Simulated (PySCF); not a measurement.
1,2-difluorocyclopenta-1,3-diene (C5H4F2), SMILES FC1=C(F)CC=C1.

Coordinates come from a B3LYP-D3(BJ)/def2-SVP optimisation. Other conformers were not sampled.

Calculation: PBE/def2-TZVP (PySCF).

Symmetry labels are those of the subgroup Cs that the program uses (full group Cs).

**Question.** List the valence orbital energies around the gap with their symmetry. (The exact figures need the calculation; the answer reports its results.)

**Answer.** 
| orbital | symmetry | energy (eV) |
|---|---|---|
| HOMO−7 | A" | -11.00 |
| HOMO−6 | A' | -10.75 |
| HOMO−5 | A" | -10.49 |
| HOMO−4 | A' | -9.65 |
| HOMO−3 | A' | -9.34 |
| HOMO−2 | A' | -8.16 |
| HOMO−1 | A" | -7.44 |
| HOMO | A" | -5.27 |
| LUMO | A" | -1.69 |
| LUMO+1 | A' | 0.40 |
| LUMO+2 | A' | 0.69 |
| LUMO+3 | A" | 0.91 |
